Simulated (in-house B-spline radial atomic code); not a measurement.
How numerical settings move a run on Nb II (Nb+), [Kr] 4d4. Computed with a B-spline radial code for spherical atoms: Dirac-Hartree-Fock, average of configuration, Fermi nucleus of rms radius 4.324 fm.

Command:
```bash
python run_scf.py task.json out
```
Settings of the sound reference run:
```
Z                41
electrons        40
configuration    [Kr] 4d4
hamiltonian      dirac
method           hf
spin_polarised   False
nucleus          fermi
rms_radius       4.324
mass_number      93
atomic_mass      92.90637
speed_of_light   137.036
knot_spacing     0.22
spline_order     8
gauss_points     12
box_radius       35.29
max_iterations   70
damping          0.5
damped_steps     3
diis_vectors     10
tolerance        1e-08
start            Thomas-Fermi
```

Time taken, with all properties: 1.9 s on 1 thread of Arm Neoverse N1, with other jobs on the host.

It converges in 10 iterations to -3817.949747 hartree, with 4d5/2 at -13.4428 eV. The other runs change the listed settings, some to values that make no sense; their results aren't properties of the atom or ion. Radii are in bohr (the nuclear one in fm), a minus after a letter asks for a j subshell, and «unchanged» means within 1e-8 hartree. The run stops when the residual is below 10 × tolerance × max(1, Z/10), or a noise floor if that is larger, and the energy moves by less than 1e-8 × √|E| hartree; so very loose and very tight tolerances often act alike.

```tsv
changed settings	outcome
damping = 0.8	converged in 11 iterations, energy unchanged, 4d5/2 level +4.5e-07 eV
damping = 0.95	converged in 11 iterations, energy unchanged, 4d5/2 level +2.0e-05 eV
electrons = 41, configuration = [Kr] 4d4 5p-1, max_iterations = 60	converged in 11 iterations to -3818.0636 hartree, a different physical problem
first_knot = 0.000244	converged in 10 iterations, energy -9.77e-05 hartree from the reference
electrons = 41, configuration = [Kr] 4d4 5s-1, max_iterations = 100	stopped with error: j subshells need the Dirac Hamiltonian and l > 0
first_knot = 2.44e-05	converged in 10 iterations, energy +2.06e-08 hartree from the reference, 4d5/2 level -3.5e-07 eV
damping = 0	converged in 11 iterations, energy unchanged, 4d5/2 level +1.6e-05 eV
gauss_points = 8, max_iterations = 50, tolerance = 1e-10	converged in 10 iterations, energy unchanged
speed_of_light = 36.90379	converged in 11 iterations to -5026.1245 hartree, a different physical problem
damping = 0.2	converged in 10 iterations, energy unchanged, 4d5/2 level +6.4e-06 eV
first_knot = 2.44e-06	converged in 10 iterations, energy -1.28e-08 hartree from the reference
max_iterations = 100, damped_steps = 30, diis_vectors = 4	converged in 22 iterations, energy unchanged, 4d5/2 level +8.2e-06 eV
box_radius = 10.59	converged in 10 iterations, energy +9.25e-06 hartree from the reference, 4d5/2 level +8.0e-04 eV (the program warns: 4d5/2 reaches the box edge; 4d3/2 reaches the box edge)
box_radius = 2.12	converged in 9 iterations, energy +6.48e+00 hartree from the reference, 4d5/2 level +4.4e+01 eV (the program warns: 4d5/2 has a positive eigenvalue: unbound, held by the box; 4d3/2 has a positive eigenvalue: unbound, held by the box)
box_radius = 1.41	converged in 9 iterations, energy +4.33e+01 hartree from the reference, 4d5/2 level +1.8e+02 eV (the program warns: 4d5/2 has a positive eigenvalue: unbound, held by the box; 4s1/2 has a positive eigenvalue: unbound, held by the box)
first_knot = 0.0244	converged in 10 iterations, energy +7.78e-01 hartree from the reference, 4d5/2 level -6.5e-03 eV
```

What happens with gauss_points = 5, max_iterations = 8, damped_steps = 30?

Not converged after 8 iterations, last residual 4.1e-04, last energy +7.51e-06 hartree from the reference.

What happens with gauss_points = 8, max_iterations = 5, diis_vectors = 2?

Not converged after 5 iterations, last residual 5.8e-03, last energy +1.42e-03 hartree from the reference.

What happens with first_knot = 0.00244?

Converged in 10 iterations, energy +3.57e-02 hartree from the reference, 4d5/2 level -6.2e-05 eV.

What happens with box_radius = 5.29?

Converged in 10 iterations, energy +2.93e-02 hartree from the reference, 4d5/2 level +7.8e-01 eV (the program warns: 4d5/2 reaches the box edge; 4s1/2 reaches the box edge).
